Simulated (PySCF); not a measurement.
Stepwise substitution at one centre (B I-H). All species are isolated molecules in the gas phase. Strings in code marks are SMILES.

The HOMO from two functionals at the same geometries (CAM-B3LYP-D3(BJ)/def2-TZVP), both in PySCF: PBE-D3(BJ)/def2-TZVP and CAM-B3LYP-D3(BJ)/def2-TZVP. 

```json
[
 {"species": "0 of 3 I replaced by H (`IB(I)I`)", "PBE-D3(BJ)/def2-TZVP (eV)": "-6.25", "CAM-B3LYP-D3(BJ)/def2-TZVP (eV)": "-8.60"},
 {"species": "1 of 3 I replaced by H", "PBE-D3(BJ)/def2-TZVP (eV)": "-6.52", "CAM-B3LYP-D3(BJ)/def2-TZVP (eV)": "-8.86"},
 {"species": "2 of 3 I replaced by H", "PBE-D3(BJ)/def2-TZVP (eV)": "-6.45", "CAM-B3LYP-D3(BJ)/def2-TZVP (eV)": "-8.82"},
 {"species": "3 of 3 I replaced by H (`B`)", "PBE-D3(BJ)/def2-TZVP (eV)": "-8.48", "CAM-B3LYP-D3(BJ)/def2-TZVP (eV)": "-11.46"}
]
```

Over these rows, drawn at random from the members with no instability flagged (it was tested for open shells, ions and some series alone), PBE minus CAM-B3LYP-D3(BJ): mean +2.51 eV, from +2.33 eV to +2.98 eV.
